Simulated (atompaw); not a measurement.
## PBEsol PAW (atompaw) dataset for Gd, scalar-relativistic all-electron reference.

Input for atompaw 4.2.0.5:

```
Gd 64
GGA-PBESOL scalarrelativistic loggrid 2001 logderivrange -6 5 276
6 6 5 4 0 0
6 0 1
6 1 0
5 2 1
4 3 7
0 0 0
c
c
c
c
v
v
c
c
c
v
v
c
c
v
v
3
2.80 2.15 2.15 2.00
n
n
y
0.9
n
y
-0.45
n
bloechl sinc
bessel
PWSCFOUT
UPFDX 0.0125d0 UPFXMIN -7.d0 UPFZMESH 64.d0
END
```

Command:

```bash
atompaw < Gd.input > Gd.log
```

Resulting log (summary file):

```
Completed calculations for Gd (AE)

 Exchange-correlation type: GGA, Perdew-Burke-Ernzerhof modified (PBEsol)

 Radial integration grid is logarithmic
 r0 =   1.0575335E-04 h =   6.7682145E-03   n =      2001 rmax =   8.0000000E+01

 Scalar relativistic calculation

 AEatom converged in  36 iterations
   nz     =  64.00
   delta  =       6.904473993816E-15

 All Electron Orbital energies:
  n  l      occupancy      energy
  1  0      2.0000000E+00 -3.6815785E+03
  2  0      2.0000000E+00 -6.0829152E+02
  3  0      2.0000000E+00 -1.3520080E+02
  4  0      2.0000000E+00 -2.7587831E+01
  5  0      2.0000000E+00 -4.1251746E+00
  6  0      1.0000000E+00 -6.8333064E-01
  2  1      6.0000000E+00 -5.4141258E+02
  3  1      6.0000000E+00 -1.1448614E+02
  4  1      6.0000000E+00 -2.0758930E+01
  5  1      6.0000000E+00 -2.4714666E+00
  6  1      0.0000000E+00 -4.1957715E-01
  3  2      1.0000000E+01 -8.7134129E+01
  4  2      1.0000000E+01 -1.1315265E+01
  5  2      1.0000000E+00 -6.1991411E-01
  4  3      7.0000000E+00 -1.1087251E+00

 Total energy
   Total                    :   -22534.06116623979688

 ---
 Completed calculations for Gd (SC)

 Exchange-correlation type: GGA, Perdew-Burke-Ernzerhof modified (PBEsol)

 Radial integration grid is logarithmic
 r0 =   1.0575335E-04 h =   6.7682145E-03   n =      2001 rmax =   8.0000000E+01

 Scalar relativistic calculation

 SCatom converged in   4 iterations
   nz     =  64.00
   delta  =       3.337623682987E-15

 Valence Electron Orbital energies:
  n  l      occupancy      energy
   5  0      2.0000000E+00 -4.1251746E+00
   6  0      1.0000000E+00 -6.8333064E-01
   5  1      6.0000000E+00 -2.4714666E+00
   6  1      0.0000000E+00 -4.1957715E-01
   5  2      1.0000000E+00 -6.1991410E-01
   4  3      7.0000000E+00 -1.1087251E+00

 Total energy
   Total                    :   -22534.06116620576358
   Valence                  :     -674.78566613907333

 PAW parameters:
       lmax =            3
         rc =    2.8058992876831548
        irc =         1506
   rc_shape =    2.1549172817229345
    rc_vloc =    2.1549172817229345
    rc_core =    2.0003020333123285
   Vloc: truncated form - Vps(r)=A.sin(qr)/r for r<rc
   Projector type: Bloechl + Gram-Schmidt ortho.
   Sinc^2 compensation charge shape zeroed at   2.1549E+00

 Number of basis functions     8
 No.   n  nodes  l      Energy         Cp coeff         Occ
  1    5    4    0   -0.4125175E+01  0.2160263E+01  0.2000000E+01
  2    6    5    0   -0.6833306E+00 -0.4309363E+00  0.1000000E+01
  3    5    3    1   -0.2471467E+01  0.3137745E+01  0.6000000E+01
  4    6    4    1   -0.4195772E+00  0.2568902E+01  0.0000000E+00
  5    5    2    2   -0.6199141E+00  0.2455222E+01  0.1000000E+01
  6  999    3    2    0.9000000E+00  0.2904079E+01  0.0000000E+00
  7    4    0    3   -0.1108725E+01  0.1502276E+02  0.7000000E+01
  8  999    1    3   -0.4500000E+00  0.2158532E+02  0.0000000E+00

 Eigenvalues of overlap operator (in the basis of projectors):
    1        1.90381272E-01
    2        3.81556664E-01
    3        1.05591347E+00
    4        2.26540541E+00
    5        3.41323284E+00
    6        4.15107159E+00
    7        6.15822540E+00
    8        1.03174186E+02

 Orbital leakage outside PAW augmentation regions
   orb  is_core?  %out_of_sphere
   1 0    T           0.00
   2 0    T           0.00
   3 0    T           0.00
   4 0    T           0.00
   5 0    F           0.54
   6 0    F          75.91
   2 1    T           0.00
   3 1    T           0.00
   4 1    T           0.00
   5 1    F           2.79
   6 1    F          91.12
   3 2    T           0.00
   4 2    T           0.00
   5 2    F          34.09
   4 3    F           0.59

 Summary of PAW energies
   Total valence energy     :   -674.78566427795010
   Smooth energy            :     46.93917363335800
   One center               :   -721.72483791130810
   Smooth kinetic           :     26.24121376565934
   Vloc energy              :     18.51750193639779
   Smooth exch-corr         :    -11.44016010811413
   One-center xc            :   -477.56712752281521
```

The run took about 12 s on one core of a shared server CPU.
